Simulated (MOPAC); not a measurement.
Input for MOPAC: PM3 on F2GaHSe (SMILES [F][Ga]([F])[SeH]), a point of a torsion scan.

```
PM3 1SCF PRECISE CHARGE=0 THREADS=1
F2GaHSe

F     -1.47198658 1     1.48056712 1     0.17997448 1
Ga    -0.72454028 1    -0.11553762 1     0.17745171 1
F     -1.85103518 1    -1.36033168 1    -0.34631156 1
Se     1.52071160 1    -0.42203084 1     0.65099225 1
H      1.34616317 1     0.16436828 1     1.96916126 1
```

Output:

```
*******************************************************************************
 **                                                                           **
 **                              MOPAC v23.2.5                                **
 **                                                                           **
 *******************************************************************************
 ** MOPAC's Digital Object Identifier: https://doi.org/10.5281/zenodo.6511958 **
 **                                                                           **
 ** Please cite the open-source release paper for use of this MOPAC version:  **
 ** J. E. Moussa and J. J. P. Stewart (2026)                                  **
 ** MOPAC: An open-source semiempirical molecular orbital program             **
 ** J. Open Source Softw., 11(119), 8025, https://doi.org/10.21105/joss.08025 **
 *******************************************************************************

                              PM3 CALCULATION RESULTS

 *******************************************************************************
 *  PM3        - The PM3 Hamiltonian to be used
 *
 *
 *
 *                 CHARGE ON SYSTEM = 0
 *
 *
 *
 *  PRECISE    - TIGHTER CRITERIA TO BE USED
 *  1SCF       - DO 1 SCF AND THEN STOP
 *  THREADS=1  - MULTI-THREADING NOT USED
 *  T=         - A TIME OF 172800.0 SECONDS REQUESTED
 *  DUMP=N     - RESTART FILE WRITTEN EVERY 7200.0 SECONDS REQUESTED
 *******************************************************************************
PM3 1SCF PRECISE CHARGE=0 THREADS=1
 F2GaHSe

   ATOM   CHEMICAL          X               Y               Z
  NUMBER   SYMBOL      (ANGSTROMS)     (ANGSTROMS)     (ANGSTROMS)

     1       F         -1.47198658  *   1.48056712  *   0.17997448  *
     2      Ga         -0.72454028  *  -0.11553762  *   0.17745171  *
     3       F         -1.85103518  *  -1.36033168  *  -0.34631156  *
     4      Se          1.52071160  *  -0.42203084  *   0.65099225  *
     5       H          1.34616317  *   0.16436828  *   1.96916126  *



          CARTESIAN COORDINATES

    NO.       ATOM           X           Y           Z

     1         F         -1.4720      1.4806      0.1800
     2        Ga         -0.7245     -0.1155      0.1775
     3         F         -1.8510     -1.3603     -0.3463
     4        Se          1.5207     -0.4220      0.6510
     5         H          1.3462      0.1644      1.9692

  H: (PM3): J. J. P. STEWART, J. COMP. CHEM. 10, 209 (1989).
  F: (PM3): J. J. P. STEWART, J. COMP. CHEM. 10, 209 (1989).
 Ga: (PM3): J. J. P. STEWART, J. COMP. CHEM. 12, 320-341 (1991).
 Se: (PM3): J. J. P. STEWART, J. COMP. CHEM. 12, 320-341 (1991).

           Empirical Formula: H F2 Ga Se  =     5 atoms



      MOLECULAR POINT GROUP   :   C1


      RHF CALCULATION, NO. OF DOUBLY OCCUPIED LEVELS = 12


 -------------------------------------------------------------------------------
 PM3 1SCF PRECISE CHARGE=0 THREADS=1
 F2GaHSe



     1SCF WAS SPECIFIED, SO BFGS WAS NOT USED
     SCF FIELD WAS ACHIEVED


                              PM3 CALCULATION
                                                       MOPAC v23.2.5 Linux




          FINAL HEAT OF FORMATION =       -104.14055 KCAL/MOL =    -435.72407 KJ/MOL


          COSMO AREA              =        115.92 SQUARE ANGSTROMS
          COSMO VOLUME            =        100.48 CUBIC ANGSTROMS

          IONIZATION POTENTIAL    =         10.777709 EV
          HOMO LUMO ENERGIES (EV) =        -10.778 -3.994
          NO. OF FILLED LEVELS    =         12
          MOLECULAR WEIGHT        =        187.6997         POINT GROUP:  C1

          MOLECULAR DIMENSIONS (Angstroms)

            Atom       Atom       Distance
            H     5    F     3     4.23181
           Se     4    F     1     3.07199
            F     3   Se     4     0.90362


          SCF CALCULATIONS        =          1





   ATOM   CHEMICAL          X               Y               Z
  NUMBER   SYMBOL      (ANGSTROMS)     (ANGSTROMS)     (ANGSTROMS)

     1       F         -1.47198658  *   1.48056712  *   0.17997448  *
     2      Ga         -0.72454028  *  -0.11553762  *   0.17745171  *
     3       F         -1.85103518  *  -1.36033168  *  -0.34631156  *
     4      Se          1.52071160  *  -0.42203084  *   0.65099225  *
     5       H          1.34616317  *   0.16436828  *   1.96916126  *

                             CARTESIAN COORDINATES

   1    F       -1.471986580     1.480567120     0.179974480
   2   Ga       -0.724540280    -0.115537620     0.177451710
   3    F       -1.851035180    -1.360331680    -0.346311560
   4   Se        1.520711600    -0.422030840     0.650992250
   5    H        1.346163170     0.164368280     1.969161260


           Empirical Formula: H F2 Ga Se  =     5 atoms



      MOLECULAR POINT GROUP   :   C1


                  EIGENVALUES
 -22.54542 -20.06538 -18.47972 -16.33577 -15.63895 -15.36074 -15.15651 -15.02611
 -14.83793 -13.73231 -11.31762 -10.77771  -3.99370  -3.36583  -1.98533  -1.75003
  -1.00109


              NET ATOMIC CHARGES AND DIPOLE CONTRIBUTIONS

  ATOM NO.   TYPE          CHARGE      No. of ELECS.   s-Pop       p-Pop
    1          F          -0.403745        7.4037     1.64227     5.76148
    2         Ga           0.844151        2.1558     1.12006     1.03579
    3          F          -0.393870        7.3939     1.63511     5.75876
    4         Se          -0.033456        6.0335     1.88844     4.14502
    5          H          -0.013079        1.0131     1.01308
 DIPOLE           X         Y         Z       TOTAL
 POINT-CHG.     3.090    -0.709     0.797     3.269
 HYBRID        -0.993     0.606     0.707     1.362
 SUM            2.096    -0.102     1.504     2.582


          ATOMIC ORBITAL ELECTRON POPULATIONS

     Atom    s        px        py        pz
    1  F   1.64227   1.94316   1.88080   1.93752
    2 Ga   1.12006   0.39473   0.39811   0.24295
    3  F   1.63511   1.91702   1.91112   1.93061
    4 Se   1.88844   1.25632   1.74555   1.14315
    5  H   1.01308

 **********************
 *                    *
 * JOB ENDED NORMALLY *
 *                    *
 **********************




 == MOPAC DONE ==
```

The run finished.

Cost: very roughly 0.010 core-seconds.
